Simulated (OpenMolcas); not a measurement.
Multiplet structure of O+

```yaml
Program: OpenMolcas 26.06
Method: RASSCF
Basis: ANO-RCC-VQZP [5s4p3d2f1g]
Scalar_Hamiltonian: DKH2, point nucleus
Active_space: 3 electrons in 9 orbitals (RAS2 2p; RAS3 3s 3d, at most 1 electron)
State_averaging: 2S+1 = 4 odd, 1 root; 2S+1 = 2 odd, 8 roots; 2S+1 = 4 even, 3 roots; 2S+1 = 2 even, 9 roots
Spin-orbit_coupling: state interaction with AMFI integrals over the reference wave functions, term energies averaged over their components
```

Spin-free terms above the lowest, with the occupations of the reference:

| Configuration | Term | E (cm-1) | Occupations |
| --- | --- | --- | --- |
| 2s2 2p3 | 4S* | 0.0 | 2p 3.00 |
| 2s2 2p3 | 2D* | 30591 | 2p 3.00 |
| 2s2 2p3 | 2P* | 50652 | 2p 3.00 |
| 2s2 2p2 3s | 4P | 192241 | 2p 2.00 3s 1.00 |
| 2s2 2p2 3s | 2P | 199346 | 2p 2.00 3s 1.00 |
| 2s2 2p2 3s | 2D | 217127 | 2p 2.00 3s 1.00 |

With spin-orbit coupling, above the lowest level:

```
Configuration  Term    J  E (cm-1)  Measured (cm-1)      g  Term weight %
      2s2 2p3   4S*  3/2       0.0              0.0  2.002            100
      2s2 2p3   2D*  3/2     30589            26831  0.800            100
      2s2 2p3   2D*  5/2     30591            26811  1.200            100
      2s2 2p3   2P*  1/2     50653            40470  0.666            100
      2s2 2p3   2P*  3/2     50655            40468  1.334            100
   2s2 2p2 3s    4P  1/2    192061           185235  2.670            100
   2s2 2p2 3s    4P  3/2    192169           185341  1.735            100
   2s2 2p2 3s    4P  5/2    192348           185499  1.601            100
   2s2 2p2 3s    2P  1/2    199206           188889  0.666            100
   2s2 2p2 3s    2P  3/2    199416           189069  1.334            100
   2s2 2p2 3s    2D  3/2    217129           206973  0.800            100
   2s2 2p2 3s    2D  5/2    217129           206972  1.200            100
```

Against the 11 measured excited levels shown (NIST Handbook of Basic Atomic Spectroscopic Data) the mean absolute deviation is 8100 cm-1; the largest miss in energy is 2s2 2p2 3s 2P 3/2: computed 199416, measured 189069 cm-1 (+5.5 %), and the largest in proportion 2s2 2p3 2P* 3/2 (+25.2 %).

Without dynamic correlation excited terms often stand tens of per cent too high (terms of higher spin than the ground term too low), and those without a measured partner can miss by more than the paired ones. ANO sets are built for valence states and can reach diffuse excited orbitals poorly. With the s shell closed, the reference lacks s² → p² mixing. Computed and measured levels are paired by configuration, term and J; levels that our copy of the source lacks, or whose pairing is in doubt (as where it misses far off the trend of its configuration), stay unpaired and out of the deviations. Levels of configurations outside the active space are missing. The first state left out of the spin-orbit step lies near 280000 cm-1 above the lowest spin-free state of the reference (among the parities and spins computed), and the list stops at four fifths of that energy or lower.

The term weight is that of the spin-free term in the level, not the purity of its configuration. * marks odd parity.
